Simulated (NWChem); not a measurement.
C₂H₃NO₂Si; SMILES O=C1N=C[SiH2]O1

```xyz
9

O     -0.3683    -2.2528     0.0000
C     -0.1046    -1.0953     0.0000
N      1.2513    -0.6017     0.0000
C      1.3354     0.6721     0.0000
Si    -0.3984     1.4437     0.0000
O     -1.0517    -0.1189     0.0000
H      2.3336     1.1320     0.0000
H     -0.7702     2.1904    -1.2292
H     -0.7702     2.1904     1.2292
```
Atoms are numbered in this order, from 1.

Results from NWChem. Pople sets run with spherical d functions. Coordinates come from a PBE0/def2-SVP optimisation. Ions are spin-unrestricted doublets at the neutral geometry; other ion states weren't tried. Functional: LC-ωPBE (HJS hole) with 6-31G*; rows give the range parameter ω in 1/bohr.

For range parameter (1/bohr) 0.10:

- vertical ionisation energy, ΔSCF (eV): 9.79
- −ε(HOMO) (eV): 7.93

Estimate the same quantities for range parameter (1/bohr) 0.80.

The vertical ionisation energy, ΔSCF (eV) comes out as 10.78 and the −ε(HOMO) (eV) is 12.20.
